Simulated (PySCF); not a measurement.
GaH3S3, SMILES [SH][Ga]([SH])[SH]. Atoms are numbered in the order given.

```xyz
7

Ga    -0.0069    -0.0020     0.0000
S     -1.4279     1.6979     0.0000
H     -0.4267     2.6231     0.0000
S      2.1790     0.4042     0.0000
H      2.5166    -0.9159     0.0000
S     -0.8886    -2.0389     0.0000
H      0.3257    -2.6572     0.0000
```
Charge 0, spin multiplicity 1.

The structure is a stationary point at PBE-D3(BJ)/def2-SVP. The structure was generated by enumeration; whether it is a known compound was not checked. The values are those of a single conformer.

Calculation: PySCF with KT2/pcSseg-1.

GIAO shieldings, no solvent; atoms listed in one row are averaged. δ = σ(ref) − σ: ³³S against H2S (σ = 723.0 ppm); ¹H against TMS (σ = 31.47 ppm), references at their B3LYP-D3(BJ)/def2-TZVP geometries, non-relativistic.

Computed chemical shifts:
```
nucleus  atoms  count  δ (ppm)
-------  -----  -----  -------
³³S         S4      1    119.1
³³S         S6      1    116.8
³³S         S2      1     92.9
¹H          H3      1     1.82
¹H          H5      1     1.66
¹H          H7      1     1.48
```
